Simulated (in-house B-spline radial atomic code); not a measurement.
## Ionising neutral chlorine with different functionals

Computed with an all-electron radial atomic-structure program (B-spline basis): four-component Dirac-Coulomb Hamiltonian, Fermi nucleus of rms radius 3.3654 fm, spin-restricted, spherical fractional occupations for the functionals, and exact exchange of hybrids averaged over the configuration. The ionisation energy is the difference of two self-consistent energies, [Ne] 3s2 3p5 → [Ne] 3s2 3p4, without Breit or QED terms; ε is the level of the shell that loses the electron (mean over j). The electron is taken from both j subshells in proportion to 2j + 1, so the result is a j average, not the step between ground levels.

```csv
method,rung,ΔSCF (eV),-ε(3p) (eV)
B3LYP,global hybrid,?,?
B97-1,global hybrid,13.76,9.80
LC-wPBE,range-separated hybrid,?,?
HSE06,range-separated hybrid,13.81,9.70
```

(1) What does B3LYP give?

(2) What does LC-wPBE give?

(3) Among the functionals, which spreads more, the ΔSCF values or the orbital energies?

(4) How do they compare with the NIST value?

Answers

(1) ΔSCF 13.84 eV, and -ε(3p) = 9.83 eV.

(2) ΔSCF 13.91 eV, and -ε(3p) = 13.08 eV.

(3) The orbital energies: ΔSCF values span about 0.15 eV and the orbital energies 3.37 eV; here energy differences depend much less on the functional than eigenvalues do.

(4) NIST lists 12.968 eV (measured, ground level to ground level). Errors run from +0.79 to +0.94 eV. The correlated functionals all miss on the same side by more than they spread, so the cause is common to them (Breit-QED terms, spin polarisation, the choice among j levels, multiplet and fine-structure energies, or a listed next ion that isn't the cheapest removal here) and closeness doesn't rank the functionals.
